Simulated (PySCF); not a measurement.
A geometry optimisation, step by step.

Species: CH₉BOSi₂.
Numbering: `[BH2:1][CH2:2][O:3][SiH2:4][SiH3:5]` (hydrogens: H6, H7 on B1; H8, H9 on C2; H10, H11 on Si4; H12, H13, H14 on Si5)

Computed by this run: PBE0-D3(BJ)/def2-SVP geometry optimisation, gas phase (PySCF); density fitting, grid level 1; the optimiser is geomeTRIC in internal coordinates, started from a GFN2-xTB structure with every atom displaced at random (about 0.01 Å). 14 of its 15 geometries are shown. The frame can shift and turn from step to step; on so coarse a grid that alone can change the energy by a few meV, and forces under 0.02 eV/Å are noise.

Step 0: E = -19642.4670 eV, largest atomic force 2.057 eV/Å
```
atom  x, y, z in Å  |  force x, y, z in eV/Å
B1     -2.601    0.166    0.224   -0.369   1.537  -1.316
C2     -1.571    1.076   -0.520    0.263  -0.211   0.233
O3     -0.243    0.918   -0.134    0.556   0.605   0.610
Si4     0.800   -0.325   -0.420   -1.322  -0.371  -0.031
Si5     2.643    0.323    0.706    0.439   0.468   0.632
H6     -3.746    0.309   -0.089   -0.390  -0.113  -0.030
H7     -2.287   -0.551    1.060    0.454  -1.132   1.195
H8     -1.623    0.934   -1.611   -0.487   0.066  -0.403
H9     -1.806    2.148   -0.344   -0.392  -0.155  -0.113
H10     0.906   -0.507   -1.866    0.414  -0.067  -0.784
H11     0.162   -1.609    0.020    0.195  -0.143   0.237
H12     2.424    1.064    1.972   -0.392   0.059   0.140
H13     3.400   -0.848    1.067    0.649  -1.002   0.248
H14     3.535    1.168   -0.073    0.382   0.460  -0.616
```

Step 1: E = -19642.7935 eV, largest atomic force 0.282 eV/Å
```
atom  x, y, z in Å  |  force x, y, z in eV/Å
B1     -2.672    0.219    0.201    0.172  -0.143   0.172
C2     -1.603    1.082   -0.530    0.122  -0.083  -0.070
O3     -0.259    0.983   -0.110   -0.123   0.097   0.034
Si4     0.785   -0.282   -0.395   -0.002  -0.078  -0.096
Si5     2.764    0.273    0.715    0.074  -0.022   0.003
H6     -3.828    0.325   -0.127   -0.052   0.033  -0.048
H7     -2.370   -0.539    1.101   -0.060   0.089  -0.102
H8     -1.701    0.929   -1.630   -0.024   0.022   0.043
H9     -1.929    2.135   -0.392    0.011   0.005  -0.015
H10     1.003   -0.467   -1.871   -0.031   0.001   0.028
H11     0.245   -1.579    0.128   -0.067  -0.020   0.005
H12     2.387    0.987    1.971    0.059   0.031   0.045
H13     3.553   -0.952    1.068   -0.062   0.038  -0.038
H14     3.625    1.152   -0.136   -0.017   0.030   0.042
```

Step 2: E = -19642.8007 eV, largest atomic force 0.113 eV/Å
```
atom  x, y, z in Å  |  force x, y, z in eV/Å
B1     -2.664    0.208    0.199   -0.006   0.021  -0.013
C2     -1.599    1.078   -0.528    0.080  -0.070   0.013
O3     -0.262    0.993   -0.096    0.005   0.104   0.044
Si4     0.775   -0.278   -0.382    0.013  -0.064  -0.035
Si5     2.769    0.276    0.714    0.003   0.004   0.015
H6     -3.811    0.325   -0.164   -0.029  -0.031   0.021
H7     -2.383   -0.544    1.104   -0.020   0.027  -0.032
H8     -1.690    0.921   -1.627   -0.017   0.001  -0.006
H9     -1.934    2.129   -0.399   -0.018  -0.001  -0.004
H10     0.975   -0.461   -1.859    0.001  -0.015   0.001
H11     0.218   -1.570    0.141   -0.018   0.013   0.002
H12     2.429    0.984    1.987    0.030  -0.003   0.003
H13     3.550   -0.957    1.041   -0.010  -0.010  -0.020
H14     3.624    1.161   -0.136   -0.015   0.023   0.013
```

Step 3: E = -19642.8043 eV, largest atomic force 0.081 eV/Å
```
atom  x, y, z in Å  |  force x, y, z in eV/Å
B1     -2.666    0.205    0.187   -0.043   0.042  -0.053
C2     -1.594    1.077   -0.528   -0.048  -0.014  -0.011
O3     -0.263    1.010   -0.077    0.014   0.065   0.046
Si4     0.767   -0.268   -0.364    0.022  -0.034   0.008
Si5     2.777    0.276    0.715   -0.036   0.013   0.012
H6     -3.813    0.298   -0.190    0.039   0.002   0.005
H7     -2.394   -0.532    1.101    0.011  -0.040   0.056
H8     -1.670    0.911   -1.626    0.005  -0.003  -0.029
H9     -1.944    2.126   -0.415   -0.010   0.005   0.002
H10     0.952   -0.453   -1.842    0.020  -0.019  -0.011
H11     0.193   -1.554    0.160    0.014   0.024   0.006
H12     2.481    0.968    2.007   -0.003  -0.023  -0.012
H13     3.552   -0.970    1.003    0.024  -0.029  -0.010
H14     3.620    1.172   -0.134   -0.010   0.012  -0.009
```

Step 4: E = -19642.8064 eV, largest atomic force 0.068 eV/Å
```
atom  x, y, z in Å  |  force x, y, z in eV/Å
B1     -2.668    0.204    0.181   -0.032   0.038  -0.047
C2     -1.592    1.075   -0.529   -0.059  -0.005  -0.027
O3     -0.266    1.024   -0.061    0.031   0.010   0.020
Si4     0.762   -0.259   -0.348    0.016   0.015   0.011
Si5     2.783    0.273    0.715   -0.024   0.002  -0.001
H6     -3.808    0.287   -0.219    0.019  -0.002   0.005
H7     -2.410   -0.520    1.110    0.015  -0.028   0.044
H8     -1.655    0.899   -1.627    0.009  -0.001  -0.007
H9     -1.954    2.122   -0.431    0.003   0.001   0.008
H10     0.942   -0.448   -1.827    0.014  -0.013  -0.004
H11     0.184   -1.541    0.178    0.007   0.012   0.014
H12     2.513    0.944    2.023   -0.015  -0.023   0.003
H13     3.560   -0.980    0.964    0.021  -0.010  -0.010
H14     3.608    1.186   -0.134   -0.005   0.003  -0.009
```

Step 5: E = -19642.8084 eV, largest atomic force 0.073 eV/Å
```
atom  x, y, z in Å  |  force x, y, z in eV/Å
B1     -2.675    0.209    0.173   -0.001  -0.002   0.011
C2     -1.592    1.071   -0.535   -0.035   0.019  -0.035
O3     -0.271    1.038   -0.044    0.027  -0.063  -0.023
Si4     0.757   -0.249   -0.327   -0.003   0.051   0.007
Si5     2.789    0.268    0.716    0.002  -0.002  -0.010
H6     -3.806    0.274   -0.251   -0.005   0.001  -0.005
H7     -2.432   -0.491    1.127    0.009   0.005   0.001
H8     -1.633    0.877   -1.631    0.009   0.004   0.016
H9     -1.963    2.117   -0.461    0.007  -0.001   0.008
H10     0.937   -0.442   -1.806    0.001  -0.008   0.005
H11     0.178   -1.527    0.203   -0.007   0.001   0.017
H12     2.546    0.893    2.051   -0.014  -0.019   0.014
H13     3.580   -0.989    0.903    0.009   0.014  -0.008
H14     3.584    1.215   -0.124   -0.001   0.000   0.002
```

Step 6: E = -19642.8100 eV, largest atomic force 0.098 eV/Å
```
atom  x, y, z in Å  |  force x, y, z in eV/Å
B1     -2.681    0.218    0.170    0.013  -0.024   0.040
C2     -1.591    1.066   -0.545    0.003   0.029  -0.017
O3     -0.275    1.042   -0.039    0.011  -0.085  -0.048
Si4     0.756   -0.245   -0.316   -0.017   0.056   0.001
Si5     2.791    0.266    0.720    0.016   0.000  -0.012
H6     -3.807    0.272   -0.266   -0.015   0.001  -0.009
H7     -2.447   -0.459    1.145    0.003   0.022  -0.025
H8     -1.621    0.856   -1.638    0.005   0.005   0.021
H9     -1.964    2.113   -0.489    0.007  -0.002   0.006
H10     0.940   -0.443   -1.794   -0.006  -0.008   0.008
H11     0.178   -1.522    0.218   -0.013  -0.004   0.014
H12     2.558    0.841    2.079   -0.007  -0.013   0.016
H13     3.601   -0.987    0.852    0.000   0.020  -0.005
H14     3.560    1.249   -0.102    0.001   0.003   0.012
```

Step 8: E = -19642.8158 eV, largest atomic force 0.147 eV/Å
```
atom  x, y, z in Å  |  force x, y, z in eV/Å
B1     -2.705    0.280    0.169    0.025  -0.034   0.048
C2     -1.585    1.033   -0.604    0.108   0.036   0.093
O3     -0.280    1.024   -0.059   -0.047  -0.047  -0.091
Si4     0.763   -0.260   -0.293   -0.032   0.006  -0.015
Si5     2.786    0.261    0.751    0.033   0.002  -0.009
H6     -3.821    0.296   -0.296   -0.019  -0.001  -0.007
H7     -2.498   -0.273    1.226   -0.013   0.022  -0.054
H8     -1.587    0.744   -1.678   -0.018   0.000   0.002
H9     -1.938    2.088   -0.629   -0.004  -0.002  -0.010
H10     0.973   -0.483   -1.764   -0.016  -0.010   0.008
H11     0.184   -1.528    0.262   -0.013  -0.007  -0.007
H12     2.575    0.541    2.203    0.011   0.015   0.008
H13     3.715   -0.905    0.613   -0.016   0.010   0.005
H14     3.414    1.448    0.093    0.000   0.011   0.031
```

Step 9: E = -19642.8175 eV, largest atomic force 0.108 eV/Å
```
atom  x, y, z in Å  |  force x, y, z in eV/Å
B1     -2.700    0.285    0.175    0.015  -0.018   0.017
C2     -1.584    1.034   -0.606    0.075   0.017   0.075
O3     -0.275    1.013   -0.076   -0.037  -0.002  -0.060
Si4     0.767   -0.271   -0.306   -0.012  -0.009  -0.008
Si5     2.780    0.263    0.754    0.015  -0.003  -0.004
H6     -3.821    0.310   -0.279   -0.009   0.000  -0.002
H7     -2.485   -0.274    1.225   -0.011   0.007  -0.027
H8     -1.601    0.748   -1.681   -0.014  -0.001  -0.006
H9     -1.930    2.092   -0.625   -0.003  -0.002  -0.009
H10     0.981   -0.499   -1.776   -0.008  -0.008   0.004
H11     0.187   -1.538    0.251   -0.007  -0.003  -0.006
H12     2.552    0.540    2.204    0.008   0.011   0.003
H13     3.720   -0.895    0.626   -0.008   0.002   0.002
H14     3.408    1.457    0.109   -0.004   0.010   0.019
```

Step 10: E = -19642.8190 eV, largest atomic force 0.045 eV/Å
```
atom  x, y, z in Å  |  force x, y, z in eV/Å
B1     -2.690    0.291    0.182   -0.001   0.007  -0.023
C2     -1.579    1.038   -0.610   -0.006  -0.006   0.030
O3     -0.264    1.003   -0.104    0.005   0.042  -0.015
Si4     0.771   -0.286   -0.324    0.011  -0.024   0.012
Si5     2.770    0.266    0.759   -0.007  -0.007   0.002
H6     -3.818    0.329   -0.257    0.004   0.001   0.005
H7     -2.466   -0.281    1.221   -0.003  -0.013   0.010
H8     -1.620    0.757   -1.685   -0.003  -0.002  -0.009
H9     -1.917    2.098   -0.619   -0.002  -0.001  -0.003
H10     0.990   -0.528   -1.790    0.003  -0.001  -0.001
H11     0.184   -1.548    0.238    0.000   0.003  -0.003
H12     2.519    0.537    2.207   -0.001  -0.001  -0.003
H13     3.725   -0.881    0.643    0.004  -0.003  -0.001
H14     3.393    1.472    0.134   -0.005   0.004  -0.001
```

Step 11: E = -19642.8194 eV, largest atomic force 0.042 eV/Å
```
atom  x, y, z in Å  |  force x, y, z in eV/Å
B1     -2.686    0.292    0.181   -0.002   0.007  -0.020
C2     -1.577    1.041   -0.611   -0.023  -0.008   0.013
O3     -0.260    1.005   -0.113    0.015   0.038  -0.008
Si4     0.771   -0.288   -0.326    0.007  -0.019   0.014
Si5     2.767    0.265    0.761   -0.007  -0.004   0.003
H6     -3.815    0.332   -0.253    0.004   0.002   0.004
H7     -2.459   -0.286    1.217    0.000  -0.012   0.010
H8     -1.624    0.760   -1.687    0.002  -0.002  -0.005
H9     -1.915    2.101   -0.619    0.001  -0.001  -0.001
H10     0.991   -0.538   -1.791    0.005   0.001  -0.001
H11     0.179   -1.547    0.240    0.000   0.003  -0.002
H12     2.513    0.532    2.210   -0.002  -0.004  -0.002
H13     3.726   -0.879    0.644    0.005  -0.002  -0.001
H14     3.387    1.476    0.142   -0.003   0.001  -0.004
```

Step 12: E = -19642.8201 eV, largest atomic force 0.046 eV/Å
```
atom  x, y, z in Å  |  force x, y, z in eV/Å
B1     -2.672    0.291    0.177   -0.002  -0.001   0.001
C2     -1.572    1.050   -0.617   -0.041  -0.006  -0.019
O3     -0.250    1.017   -0.134    0.028   0.010   0.001
Si4     0.768   -0.291   -0.327   -0.008  -0.001   0.010
Si5     2.760    0.260    0.768   -0.002   0.004   0.004
H6     -3.804    0.335   -0.248    0.000   0.003   0.001
H7     -2.438   -0.303    1.203    0.004  -0.002   0.000
H8     -1.630    0.771   -1.694    0.009   0.001   0.004
H9     -1.914    2.109   -0.621    0.005  -0.002   0.004
H10     0.995   -0.561   -1.786    0.006   0.004  -0.001
H11     0.158   -1.535    0.250   -0.001   0.001   0.001
H12     2.501    0.517    2.217   -0.003  -0.007   0.001
H13     3.727   -0.876    0.645    0.002   0.002  -0.001
H14     3.370    1.482    0.160    0.002  -0.005  -0.006
```

Step 13: E = -19642.8203 eV, largest atomic force 0.034 eV/Å
```
atom  x, y, z in Å  |  force x, y, z in eV/Å
B1     -2.666    0.290    0.175   -0.001  -0.004   0.008
C2     -1.571    1.054   -0.622   -0.027  -0.003  -0.019
O3     -0.246    1.025   -0.144    0.019  -0.003   0.001
Si4     0.766   -0.289   -0.326   -0.010   0.005   0.004
Si5     2.757    0.257    0.773    0.000   0.005   0.004
H6     -3.800    0.335   -0.245   -0.001   0.002  -0.001
H7     -2.427   -0.309    1.197    0.003   0.003  -0.004
H8     -1.632    0.776   -1.698    0.007   0.002   0.006
H9     -1.915    2.112   -0.625    0.004  -0.002   0.004
H10     0.997   -0.568   -1.783    0.004   0.003   0.000
H11     0.146   -1.527    0.256   -0.001   0.000   0.001
H12     2.497    0.507    2.223   -0.001  -0.004   0.002
H13     3.725   -0.878    0.645    0.000   0.002  -0.001
H14     3.365    1.481    0.169    0.003  -0.005  -0.003
```

Step 14: E = -19642.8204 eV, largest atomic force under 0.02 eV/Å
```
atom  x, y, z in Å  |  force x, y, z in eV/Å
B1     -2.662    0.290    0.173   -0.001  -0.003   0.007
C2     -1.571    1.057   -0.627   -0.004  -0.001  -0.007
O3     -0.245    1.032   -0.152    0.004  -0.008  -0.002
Si4     0.765   -0.287   -0.325   -0.005   0.006  -0.001
Si5     2.755    0.253    0.777    0.000   0.002   0.002
H6     -3.798    0.334   -0.241   -0.001   0.001  -0.002
H7     -2.417   -0.310    1.194    0.001   0.004  -0.004
H8     -1.633    0.777   -1.703    0.002   0.002   0.003
H9     -1.917    2.114   -0.630    0.001   0.000   0.002
H10     1.001   -0.570   -1.781    0.002   0.001   0.001
H11     0.138   -1.520    0.257   -0.001  -0.001   0.000
H12     2.493    0.499    2.228    0.001   0.000   0.001
H13     3.721   -0.882    0.648   -0.002  -0.001   0.000
H14     3.366    1.477    0.175    0.002  -0.002   0.001
```

Q: Summarise the path.

A: The energy falls by 34.10 kJ/mol from step 0 to step 14; nine tenths of that is first reached at step 1. It falls at every step. The largest force goes from 2.057 to under 0.02 eV/Å. Among the bonds Si4–Si5 changes most, from 2.254 to 2.338 Å; the atoms move by 0.298 Å rms after alignment.

The cost below is that of the whole optimisation. Hardware: one thread of an Arm Neoverse V1, shared host with 32 logical CPUs at a one-minute load of 32. Cost: 86 s of wall time, 0.51 GiB resident at most.
